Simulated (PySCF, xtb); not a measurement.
C4HCl2F, SMILES C#CC(F)=C(Cl)Cl.

Harmonic wavenumbers (cm⁻¹) from GFN2-xTB in xtb at its own minimum, in rising order: 93, 99, 190, 243, 246, 367, 388, 433, 492, 562, 652, 687, 839, 917, 1208, 1605, 2244, 3394.

Problem. What does PBE-D3(BJ)/def2-SVP run with PySCF give at its own minimum? (An estimate is asked for; the answer gives what the named calculation found.)

Solution. 96, 119, 222, 258, 273, 394, 417, 459, 591, 604, 612, 692, 918, 971, 1265, 1607, 2148, 3404. Paired by order, the mean absolute difference is 37 cm⁻¹ and the zero-point energies are 21.0 and 21.5 kcal/mol.
